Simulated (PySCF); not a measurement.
## Two-photon absorption: SMILES n1c(C=C)ncnc1, C$_{5}$H$_{5}$N$_{3}$

Geometry:
```tsv
atom	x (Å)	y (Å)	z (Å)
C1	-2.529	0.232	0.085
C2	-1.513	-0.625	0.225
C3	-0.107	-0.233	0.080
N4	0.187	1.043	-0.205
C5	1.476	1.315	-0.321
N6	2.472	0.441	-0.180
C7	2.073	-0.794	0.103
N8	0.814	-1.191	0.243
H9	-3.565	-0.092	0.199
H10	-2.332	1.282	-0.149
H11	-1.670	-1.681	0.457
H12	1.751	2.351	-0.555
H13	2.852	-1.556	0.232
```

Theory: PySCF, TDDFT CAM-B3LYP/aug-cc-pVDZ excited states, vertical, gas phase. Geometry: PBE0-D3(BJ)/def2-SVP.

Question: Give the one- and two-photon strengths of the lowest singlets.

Answer: δ for parallel linear polarisation; σ at the peak of a Lorentzian of half width 0.1 eV, single beam; Ω is circular over linear.
| state | E (eV) | f | photon λ (nm) | δ (au) | σ (GM) | Ω | main |
| --- | --- | --- | --- | --- | --- | --- | --- |
| S1 | 4.41 | 0.000 | 563 | 0.16 | 0.00 | 1.50 | HOMO−1→LUMO 0.96 |
| S2 | 4.68 | 0.004 | 529 | 3.19 | 0.03 | 1.50 | HOMO−2→LUMO 0.90 |
| S3 | 4.84 | 0.005 | 512 | 1.35 | 0.01 | 1.50 | HOMO−1→LUMO+1 0.96 |
| S4 | 4.92 | 0.001 | 504 | 1.05 | 0.01 | 1.50 | HOMO−2→LUMO+1 0.93 |
| S5 | 5.41 | 0.365 | 458 | 103 | 1.11 | 0.92 | HOMO→LUMO 0.90 |

Among these, the strongest one-photon state is S5, the strongest two-photon state S5, with a dipole change of 2.5 D (relaxed, norm of the difference vector).
